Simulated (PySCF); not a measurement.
First SCF of a structure search on triplet Cu(OH)3, at a hand-made trigonal pyramidal (heavy-atom frame) geometry. PySCF input:

```python
from pyscf import gto, scf, dft
mol = gto.M(atom='''
Cu     0.000000     0.000000     0.000000
O      1.545200     0.000000     0.821600
O     -0.772600     1.338100     0.821600
O     -0.772600    -1.338100     0.821600
H      2.090000    -0.735400     1.111300
H     -0.408100     2.177700     1.111300
H     -1.681900    -1.442300     1.111300''',
    basis={'Cu': 'def2-TZVP', 'O': 'def2-TZVP', 'H': 'def2-TZVP'},
    charge=0, spin=2)
mf = dft.UKS(mol, xc='PBE0')
mf.grids.atom_grid = (50, 194)
aux = {'Cu': 'def2-universal-JKFIT', 'O': 'def2-universal-JKFIT', 'H': 'def2-universal-JKFIT'}
mf = mf.density_fit(auxbasis=aux)
mf.conv_tol = 1e-08
mf.diis_space = 10
mf.max_cycle = 60
mf.init_guess = 'minao'
mf.verbose = 4
mf.kernel()
```

Excerpt of the output (cycles alone):

```
init E= -1867.24859914739
cycle= 1 E= -1864.99572428545  delta_E= 2.25  |g|= 3.47  |ddm|= 1.83
cycle= 2 E= -1855.1144078165  delta_E= 9.88  |g|= 7.24  |ddm|= 6.22
cycle= 3 E= -1867.05749934727  delta_E= -11.9  |g|=  1.6  |ddm|= 5.52
cycle= 4 E= -1867.26368105656  delta_E= -0.206  |g|= 0.799  |ddm|= 0.661
cycle= 5 E= -1867.4970779488  delta_E= -0.233  |g|= 0.108  |ddm|= 0.491
cycle= 6 E= -1867.49711981546  delta_E= -4.19e-05  |g|= 0.164  |ddm|= 0.127
cycle= 7 E= -1867.50208528861  delta_E= -0.00497  |g|= 0.0722  |ddm|= 0.0574
cycle= 8 E= -1867.50353842873  delta_E= -0.00145  |g|= 0.021  |ddm|= 0.052
cycle= 9 E= -1867.50378485753  delta_E= -0.000246  |g|= 0.0084  |ddm|= 0.0269
cycle= 10 E= -1867.50388519743  delta_E= -0.0001  |g|= 0.00615  |ddm|= 0.0179
cycle= 11 E= -1867.50394797643  delta_E= -6.28e-05  |g|= 0.00206  |ddm|= 0.0175
cycle= 12 E= -1867.50397004436  delta_E= -2.21e-05  |g|= 0.000492  |ddm|= 0.0164
cycle= 13 E= -1867.50397084529  delta_E= -8.01e-07  |g|= 0.000656  |ddm|= 0.00287
cycle= 14 E= -1867.50397102967  delta_E= -1.84e-07  |g|= 0.00024  |ddm|= 0.0009
cycle= 15 E= -1867.50397104866  delta_E= -1.9e-08  |g|= 0.000151  |ddm|= 0.000177
cycle= 16 E= -1867.50397106474  delta_E= -1.61e-08  |g|= 3.08e-05  |ddm|= 0.000216
cycle= 17 E= -1867.503971071  delta_E= -6.26e-09  |g|= 4.49e-05  |ddm|= 0.000204
Extra cycle  E= -1867.50397106602  delta_E= 4.98e-09  |g|= 0.000176  |ddm|= 8.58e-05
converged SCF energy = -1867.50397106602  <S^2> = 2.0109764  2S+1 = 3.0073087
```

No lower solution of this spin was found from smeared starts or by a stability analysis within the unrestricted form.

Other spin states or occupations of the open shell can lie lower.

The search for the lowest solution, 3 starts and the stability check together, took 40 s on 4 threads of a shared Arm Neoverse V1 host, with 156 basis functions; the process peaked at 0.93 GiB.
